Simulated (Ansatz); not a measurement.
Caution, from a PySCF single point (B3LYP-D3(BJ)/def2-TZVP) at this geometry: the restricted solution is unstable towards spin-unrestricted or complex orbitals, so a lower solution exists and this singlet may not be the ground state.

A geometry relaxed with B3LYP-D3(BJ)/def2-TZVP run with Ansatz (a first-principles code), charge 0, multiplicity 1:

```xyz
6

H     -1.7681     0.1858     0.0951
B      0.1698     0.0107     0.8766
H      2.8410     0.1754     0.8657
B      1.6722     0.1032     0.8705
H     -1.7254    -0.4017     1.6734
N     -1.1894    -0.0734     0.8820
```

Q: Write the SMILES of this molecule.

A: `B=BN`
